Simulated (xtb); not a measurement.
Species: [Nb(=O)(F)3] (charge 0, multiplicity 1).

Q: Give a relaxed geometry from xtb with GFN2-xTB.

A: the end point of this relaxation.
Cartesian coordinates (Å) in one orientation:
```xyz
5

Nb    -0.027    -0.016    -0.027
O      1.063     0.643     1.079
F     -1.359     1.184    -0.243
F     -0.632    -1.564     0.679
F      0.877    -0.293    -1.566
```
